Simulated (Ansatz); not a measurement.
Program: Ansatz. Geometries: PBE0-D4/def2-TZVP. ΔE: electronic, gas phase. CCSD(T)/CBS adds triple-zeta CCSD(T) − MP2 to the extrapolated MP2 energy (def2 sets, frozen cores). DFT in def2-TZVPP. B3LYP here is the variant with VWN-RPA as its local correlation; programs differ in this. def2 core potentials past Kr. For Sn outer-core shells are correlated without core-valence functions, which leaves a few kJ/mol of doubt a bond. Each species was taken in one conformer, which may not be the lowest.

Reaction (formal exchange of groups at the Si–Sn bond): `[SiH3][NH][SnH2][SiH3]` + `CC(O)=S` → `CC([SiH3])=S` + `[OH][SnH2][NH][SiH3]`

CCSD(T)/CBS gives +3.4 kJ/mol.

Question: Another level gave +11.4 kJ/mol. Which?
A. PBE0/def2-TZVPP
B. HF/def2-TZVPP
C. r2SCAN/def2-TZVPP
D. B3LYP-D4/def2-TZVPP

Answer: B. HF/def2-TZVPP 11.4, r2SCAN 25.9, B3LYP-D4 18.1, PBE0 32.4 kJ/mol.

Largest T1 diagnostic among the species: 0.017.

In def2-TZVPP, CCSD(T) changes the Hartree–Fock value by −4.2 kJ/mol (the triples alone add −0.2 kJ/mol) and MP2 by −8.9 kJ/mol.
